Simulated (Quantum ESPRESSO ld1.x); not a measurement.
Task: Species: Kr. Configuration: [Kr]. Calculated with ld1.x of Quantum ESPRESSO 7.5: non-relativistic Kohn-Sham, LDA (Slater exchange, Perdew-Zunger correlation), spin-polarised, spherical densities, point nucleus. Some entries of the table are withheld. Estimate them.

orbital  occ.  eigenvalue (hartree)  <r^2> (bohr^2)  <1/r> (bohr^-1)
1s          2              -509.984        0.002419            35.45
2s          2                   (1)         0.04162            7.878
2p          6              -60.0179         0.03205            7.866
3s          2              -9.31526          0.3385            2.621
3p          6              -7.08670          0.3490            2.515
3d         10              -3.07416          0.3784            2.276
4s          2                   (2)           2.937           0.8349
4p          6              -0.34639           4.484           0.6826

Result: 
(1) 2s eigenvalue (hartree): -66.2864
(2) 4s eigenvalue (hartree): -0.82049
